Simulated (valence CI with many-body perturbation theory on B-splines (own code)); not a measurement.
# Xe³⁹⁺: electric-dipole lines

Computed by relativistic CI+MBPT: five valence electrons over a frozen Dirac-Fock core [Ne], a basis of 11 s, 11 p, 10 d, 8 f, 5 g, 2 h functions for each j, with the one-electron correlation potential Σ1 (screened to all orders), the two-electron term Σ2, the three-electron term Σ3, Breit, model QED; selected single and double excitations, second order for the rest, scaled by the run's own slope (own B-spline code, finite nucleus).

The last digits are not significant, and no measured levels were compared; by estimate large intervals hold to a few tenths of a per cent, small ones and those within an open d or f shell to about a per cent. Among the levels kept, up to 4700 cm⁻¹ of a level comes from second order outside the variational space, and about a tenth of that is noise between levels of different J, which matters for small intervals.

Lines 51 to 100 of 547 in falling wavelength, among levels below 543.13 eV, chosen from the strongest by gf and those to the six lowest levels. Wavelengths and rates use the calculated energies. Electric multipoles are in the length gauge with retardation, E1 and E2 with the static RPA response of the core. Weak lines are less certain than strong ones. Lines between different terms over intervals too small for the method are left out, as are lines whose strength nearly cancels. The highest levels of a list are the least certain.

Levels are named by their leading jj configuration (3d3/2^4 stands for four electrons in 3d with j = 3/2), which in mixed levels can hold well under half, so a name can repeat and another be missing. Letters in brackets count levels of one name in rising energy.

| λ vac (Å) | Upper | Lower | A (s⁻¹) | S (a.u.) |
| --- | --- | --- | --- | --- |
| 95.12 | (3s 3p1/2^2 3d5/2^2) J=9/2 | (3s 3p1/2 3p3/2^2 3d5/2) J=7/2 [a] | 5.99e+09 | 2.55e-02 |
| 94.78 | (3s 3p1/2 3p3/2^3) J=1/2 | (3s^2 3p3/2^3) J=3/2 | 6.66e+09 | 5.60e-03 |
| 93.52 | (3s 3p1/2^2 3p3/2 3d5/2) J=7/2 [b] | (3s^2 3p1/2 3p3/2 3d5/2) J=7/2 [a] | 5.32e+09 | 1.72e-02 |
| 93.47 | (3s 3p1/2 3p3/2^2 3d5/2) J=5/2 [c] | (3s^2 3p3/2^2 3d5/2) J=7/2 | 8.38e+09 | 2.03e-02 |
| 92.55 | (3s^2 3p1/2 3p3/2 3d3/2) J=3/2 [a] | (3s^2 3p1/2 3p3/2^2) J=1/2 | 1.76e+08 | 2.75e-04 |
| 91.68 | (3s 3p1/2^2 3d5/2^2) J=7/2 | (3s 3p1/2 3p3/2^2 3d5/2) J=7/2 [a] | 1.01e+10 | 3.06e-02 |
| 90.95 | (3s 3p1/2 3p3/2^2 3d5/2) J=7/2 [e] | (3s^2 3p3/2^2 3d5/2) J=9/2 | 5.47e+09 | 1.62e-02 |
| 86.57 | (3s^2 3p1/2 3p3/2 3d3/2) J=5/2 [a] | (3s^2 3p1/2 3p3/2^2) J=5/2 | 8.71e+08 | 1.67e-03 |
| 86.08 | (3s^2 3p1/2 3p3/2 3d3/2) J=3/2 [a] | (3s^2 3p1/2 3p3/2^2) J=5/2 | 1.77e+09 | 2.24e-03 |
| 83.00 | (3s^2 3p1/2 3p3/2 3d5/2) J=3/2 [a] | (3s^2 3p1/2 3p3/2^2) J=1/2 | 1.22e+08 | 1.38e-04 |
| 81.90 | (3s^2 3p1/2 3p3/2 3d3/2) J=5/2 [a] | (3s^2 3p1/2 3p3/2^2) J=3/2 | 8.39e+07 | 1.37e-04 |
| 81.75 | (3s^2 3p1/2^2 3d3/2) J=3/2 | (3s^2 3p1/2^2 3p3/2) J=3/2 | 1.64e+09 | 1.77e-03 |
| 81.12 | (3s^2 3p1/2 3p3/2 3d3/2) J=1/2 [a] | (3s^2 3p1/2 3p3/2^2) J=3/2 | 3.52e+08 | 1.85e-04 |
| 78.10 | (3s 3p1/2^2 3d3/2 3d5/2) J=7/2 [b] | (3s 3p1/2^2 3p3/2 3d5/2) J=7/2 [a] | 1.34e+10 | 2.51e-02 |
| 78.03 | (3s 3p1/2^2 3d5/2^2) J=7/2 | (3s 3p1/2^2 3p3/2 3d5/2) J=5/2 [b] | 1.83e+10 | 3.43e-02 |
| 77.43 | (3s^2 3p3/2 3d5/2^2) J=7/2 [a] | (3s^2 3p3/2^2 3d5/2) J=5/2 [a] | 1.75e+10 | 3.20e-02 |
| 76.71 | (3s^2 3p1/2 3p3/2 3d5/2) J=7/2 [a] | (3s^2 3p1/2 3p3/2^2) J=5/2 | 2.32e+08 | 4.14e-04 |
| 76.51 | (3s^2 3p3/2^2 3d5/2) J=1/2 | (3s^2 3p3/2^3) J=3/2 | 6.67e+08 | 2.95e-04 |
| 76.36 | (3s^2 3p3/2^2 3d3/2) J=5/2 | (3s^2 3p3/2^3) J=3/2 | 3.50e+09 | 4.61e-03 |
| 75.35 | (3s^2 3p3/2^2 3d3/2) J=1/2 | (3s^2 3p3/2^3) J=3/2 | 5.48e+08 | 2.31e-04 |
| 75.24 | (3s^2 3p1/2 3p3/2 3d3/2) J=1/2 [b] | (3s^2 3p1/2 3p3/2^2) J=1/2 | 8.80e+08 | 3.70e-04 |
| 75.23 | (3s^2 3p3/2 3d3/2 3d5/2) J=11/2 | (3s^2 3p3/2^2 3d5/2) J=9/2 | 1.05e+10 | 2.65e-02 |
| 74.96 | (3s^2 3p1/2 3p3/2 3d5/2) J=5/2 [a] | (3s^2 3p1/2 3p3/2^2) J=5/2 | 6.70e+08 | 8.36e-04 |
| 73.94 | (3s 3p1/2^2 3d3/2 3d5/2) J=7/2 [b] | (3s 3p1/2^2 3p3/2 3d3/2) J=5/2 [b] | 1.08e+10 | 1.73e-02 |
| 73.44 | (3s 3p1/2^2 3p3/2^2) J=5/2 | (3s^2 3p1/2^2 3p3/2) J=3/2 | 1.82e+09 | 2.13e-03 |
| 72.68 | (3s^2 3p1/2 3p3/2 3d3/2) J=5/2 [b] | (3s^2 3p1/2 3p3/2^2) J=5/2 | 2.31e+09 | 2.63e-03 |
| 72.38 | (3s 3p1/2^2 3d5/2^2) J=9/2 | (3s 3p1/2^2 3p3/2 3d5/2) J=7/2 [a] | 4.26e+10 | 7.97e-02 |
| 71.91 | (3s 3p1/2 3p3/2^2 3d5/2) J=7/2 [b] | (3s^2 3p1/2 3p3/2 3d5/2) J=5/2 [b] | 1.89e+10 | 2.78e-02 |
| 71.75 | (3s 3p1/2 3p3/2^2 3d5/2) J=9/2 [a] | (3s^2 3p1/2 3p3/2 3d5/2) J=7/2 [a] | 4.27e+10 | 7.79e-02 |
| 71.65 | (3s 3p1/2^2 3d3/2 3d5/2) J=9/2 | (3s 3p1/2^2 3p3/2 3d5/2) J=9/2 | 1.54e+10 | 2.79e-02 |
| 71.43 | (3s^2 3p1/2 3p3/2 3d5/2) J=5/2 [a] | (3s^2 3p1/2 3p3/2^2) J=3/2 | 3.86e+09 | 4.16e-03 |
| 71.33 | (3s 3p1/2^2 3p3/2 3d3/2) J=5/2 [a] | (3s^2 3p1/2^2 3d3/2) J=3/2 | 2.91e+08 | 3.13e-04 |
| 70.82 | (3s^2 3p1/2 3p3/2 3d3/2) J=3/2 [b] | (3s^2 3p1/2 3p3/2^2) J=5/2 | 1.22e+09 | 8.57e-04 |
| 70.79 | (3s 3p1/2^2 3p3/2 3d3/2) J=3/2 [a] | (3s^2 3p1/2^2 3d3/2) J=3/2 | 1.89e+09 | 1.32e-03 |
| 70.76 | (3s^2 3p1/2 3p3/2 3d5/2) J=3/2 [b] | (3s^2 3p1/2 3p3/2^2) J=1/2 | 4.18e+09 | 2.93e-03 |
| 70.57 | (3s 3p1/2^2 3p3/2 3d3/2) J=1/2 [a] | (3s^2 3p1/2^2 3d3/2) J=3/2 | 4.57e+08 | 1.59e-04 |
| 70.47 | (3s 3p1/2 3p3/2^2 3d3/2) J=7/2 [d] | (3s^2 3p1/2 3p3/2 3d5/2) J=5/2 [b] | 1.24e+10 | 1.72e-02 |
| 70.02 | (3s^2 3p3/2^2 3d3/2) J=3/2 [b] | (3s^2 3p3/2^3) J=3/2 | 9.42e+09 | 6.38e-03 |
| 69.95 | (3s 3p1/2^2 3p3/2 3d5/2) J=7/2 [a] | (3s^2 3p1/2^2 3d5/2) J=5/2 | 3.39e+10 | 4.58e-02 |
| 69.80 | (3s 3p3/2^3 3d3/2) J=5/2 | (3s^2 3p3/2^2 3d5/2) J=3/2 | 1.39e+10 | 1.40e-02 |
| 69.74 | (3s 3p3/2^3 3d5/2) J=9/2 | (3s^2 3p3/2^2 3d3/2) J=7/2 | 1.41e+10 | 2.37e-02 |
| 69.69 | (3s 3p1/2 3p3/2^2 3d5/2) J=11/2 | (3s^2 3p1/2 3p3/2 3d5/2) J=9/2 | 3.70e+10 | 7.42e-02 |
| 69.64 | (3s 3p1/2^2 3d3/2 3d5/2) J=5/2 [b] | (3s 3p1/2^2 3p3/2 3d3/2) J=3/2 [b] | 1.36e+10 | 1.36e-02 |
| 69.49 | (3s^2 3p1/2 3d5/2^2) J=9/2 | (3s^2 3p1/2 3p3/2 3d5/2) J=7/2 [b] | 6.31e+10 | 1.05e-01 |
| 69.36 | (3s^2 3p1/2 3p3/2 3d3/2) J=5/2 [b] | (3s^2 3p1/2 3p3/2^2) J=3/2 | 1.40e+10 | 1.38e-02 |
| 69.34 | (3s^2 3p1/2 3p3/2 3d5/2) J=1/2 | (3s^2 3p1/2 3p3/2^2) J=1/2 | 2.28e+10 | 7.49e-03 |
| 69.33 | (3s 3p1/2^2 3p3/2 3d5/2) J=1/2 | (3s 3p1/2^2 3p3/2^2) J=1/2 | 6.72e+10 | 2.21e-02 |
| 69.31 | (3s 3p1/2^2 3d3/2 3d5/2) J=7/2 [a] | (3s 3p1/2^2 3p3/2 3d3/2) J=5/2 [a] | 3.72e+10 | 4.89e-02 |
| 69.23 | (3s 3p1/2 3p3/2^2 3d5/2) J=9/2 [b] | (3s^2 3p1/2 3p3/2 3d5/2) J=7/2 [a] | 9.96e+09 | 1.63e-02 |
| 69.17 | (3s 3p1/2 3p3/2^2 3d5/2) J=7/2 [c] | (3s^2 3p1/2 3p3/2 3d5/2) J=5/2 [b] | 1.36e+10 | 1.78e-02 |
